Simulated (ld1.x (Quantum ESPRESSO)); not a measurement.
## Reading a pseudo-wave (Se (Z = 34))

Columns: radius, all-electron u(r) and pseudo u(r) of the 4p shell (level -6.51 eV) of selenium in the configuration [Ar] 3d10 4s2 4p4; PBE, scalar-relativistic, TM scheme, ld1.x (Quantum ESPRESSO) 7.5.

```csv
r (bohr),all-electron,pseudo
0.085,0.1832,0.0030
0.170,0.0942,0.0119
0.255,-0.1146,0.0267
0.340,-0.2628,0.0476
0.425,-0.3107,0.0745
0.510,-0.2772,0.1074
0.595,-0.1925,0.1463
0.680,-0.0819,0.1909
0.765,0.0372,0.2408
0.850,0.1540,0.2951
0.935,0.2621,0.3525
1.020,0.3584,0.4113
1.105,0.4417,0.4695
1.190,0.5119,0.5246
1.275,0.5696,0.5744
1.360,0.6159,0.6172
1.445,0.6516,0.6518
1.530,0.6779,0.6779
1.615,0.6958,0.6958
1.700,0.7065,0.7065
1.785,0.7108,0.7108
1.870,0.7098,0.7098
1.955,0.7042,0.7042
2.040,0.6950,0.6950
2.125,0.6826,0.6826
2.210,0.6677,0.6677
```

(1) How many radial nodes do the two functions have?

(2) At about which radius was the pseudo-wave matched?

(3) Where does each function peak?

(4) Is the pseudo-wave norm-conserving?

Results:

(1) The all-electron 4p function has n − l − 1 = 2; the pseudo-wave has 0, since the states of the same l below it are removed with the core.

(2) 1.65 bohr. The columns agree to 0.0005 from 1.45 bohr on; several derivatives are matched, so the curves merge somewhat inside the radius.

(3) Outermost all-electron maximum near 1.78 bohr, pseudo maximum near 1.78 bohr (to the table’s step).

(4) Yes: the TM scheme keeps the norm inside the radius equal to the all-electron one, which fixes the energy derivative of the logarithmic derivative at the level.
